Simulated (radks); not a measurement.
Task: Isoelectronic series with 17 electrons, each ion in its NIST ground configuration. Method: Dirac Kohn-Sham, PBEsol, spin-unpolarised, spherical densities, point nucleus; open shells are shared between the two j in proportion to 2j + 1; computed with a radial shooting solver on a logarithmic mesh with Libxc functionals. Total energies (hartree) and orbital eigenvalues (eV):

ion,configuration,E (hartree),3p3/2,3p1/2
Cl,[Ne] 3s2 3p5,-460.74230,-8.5196,-8.6440
K2+,[Ne] 3s2 3p5,-599.96156,-39.0417,-39.3405
Ca3+,[Ne] 3s2 3p5,-676.93094,-59.4369,-59.8639
Sc4+,[Ne] 3s2 3p5,-758.80902,-83.0830,-83.6718
Ti5+,[Ne] 3s2 3p5,-845.60253,-109.9191,-110.7084
V6+,[Ne] 3s2 3p5,-937.32068,-139.9066,-140.9403
Cr7+,[Ne] 3s2 3p5,-1033.97448,-173.0196,-174.3475
Mn8+,[Ne] 3s2 3p5,-1135.57642,-209.2403,-210.9184
Fe9+,[Ne] 3s2 3p5,-1242.14030,-248.5560,-250.6470
Co10+,[Ne] 3s2 3p5,-1353.68106,-290.9581,-293.5315
Ni11+,[Ne] 3s2 3p5,-1470.21471,-336.4403,-339.5732
Cu12+,[Ne] 3s2 3p5,-1591.75827,-384.9985,-388.7756
Zn13+,[Ne] 3s2 3p5,-1718.32978,-436.6300,-441.1442
Ga14+,[Ne] 3s2 3p5,-1849.94822,-491.3331,-496.6864
Ge15+,[Ne] 3s2 3p5,-1986.63356,-549.1075,-555.4105
As16+,[Ne] 3s2 3p5,-2128.40672,-609.9532,-617.3263
Se17+,[Ne] 3s2 3p5,-2275.28960,-673.8710,-682.4448
Br18+,[Ne] 3s2 3p5,-2427.30506,-740.8625,-750.7779
Kr19+,[Ne] 3s2 3p5,-2584.47698,-810.9293,-822.3383

Estimate the row of Ar+ ([Ne] 3s2 3p5).

Result: E (hartree) -527.89769; 3p3/2 -22.0010; 3p1/2 -22.2003.
